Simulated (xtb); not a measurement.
hydrogen isocyanide (CHN), singlet, geometry from GFN2-xTB. Base run: xtb with GFN2-xTB.

Here is a job for xtb.
```
$ xtb mol.xyz --gfn 2 --json

# file mol.xyz
3

C     -0.00000000    -0.00000000    -0.73320915
N      0.00000000     0.00000000     0.42522810
H      0.00000000     0.00000000     1.42265821
```

The base run was repeated with changes; each row names its change, and settings that it needs were set with it.

```csv
change,ΔE vs base (mEh),HOMO-LUMO gap (eV),dipole (D),G_solv (kcal/mol),SCF cycles
base,0.000,5.80,2.72,-,11
acc = 0.0001,0.000,5.80,2.72,-,17
alpb = water,-7.222,5.77,3.11,-5.73,11
alpb = acetonitrile,-5.737,5.79,2.93,-3.94,10
acc = 30,0.000,5.80,2.72,-,9
file = coord,0.000,5.80,2.72,-,11
```

ALPB and GBSA are two models with their own fitted parameters for each solvent, which aren't always the measured dielectric constant.
